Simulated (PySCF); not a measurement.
Compound: C₅H₁₁N₂PSi.
Geometry (GFN2-xTB, Å), atoms numbered from 1 in this order:
```xyz
20
C5H11N2PSi angstrom
C     -3.1302   -0.1698   -0.7806
C     -2.1254    0.8360   -0.3461
C     -0.8960    0.6023    0.1268
C     -0.0761    1.6939    0.4925
N      0.6138    2.5561    0.8046
C     -0.2165   -0.7420    0.2727
N      0.7455   -0.9854   -0.7762
Si     2.3785   -0.4316   -0.7477
P      2.9642   -0.5458    1.4087
H     -4.0172   -0.0918   -0.1512
H     -3.4413    0.0439   -1.8030
H     -2.7551   -1.1875   -0.7338
H     -2.4551    1.8661   -0.4210
H      0.3254   -0.7688    1.2251
H     -0.9591   -1.5453    0.2813
H      0.3048   -1.0745   -1.6795
H      3.1198   -1.4189   -1.5352
H      2.5834    0.9090   -1.3184
H      2.7257    0.7856    1.6884
H      4.3057   -0.3208    1.1700
```

Computed at PBE0/pcSseg-1 (PySCF, non-relativistic), with Q(14N) = 0.02044 b: N5, 14N (I = 1): χzz = -4.575 MHz, η = 0.112; N7, 14N (I = 1): χzz = -5.148 MHz, η = 0.401.

Where would the pure quadrupole (NQR) lines of 14N at N5 fall for the rigid, isolated species?

From ν± = (3/4)|χ|(1 ± η/3) and ν0 = |χ|η/2: ν+ 3.559 MHz, ν− 3.304 MHz, ν0 0.255 MHz (nitrile nitrogen).

Find the zero-field quadrupole resonance frequencies of 14N at N7.

From ν± = (3/4)|χ|(1 ± η/3) and ν0 = |χ|η/2: ν+ 4.376 MHz, ν− 3.345 MHz, ν0 1.031 MHz (silicon-bound nitrogen).

In a crystal, neighbours and librations shift these lines. GFN2-xTB bond lengths can be off by several hundredths of an ångström, more for odd bonds, and the gradients follow them. With a basis this small, the couplings can be 20 % off.

One conformer stands for the species.
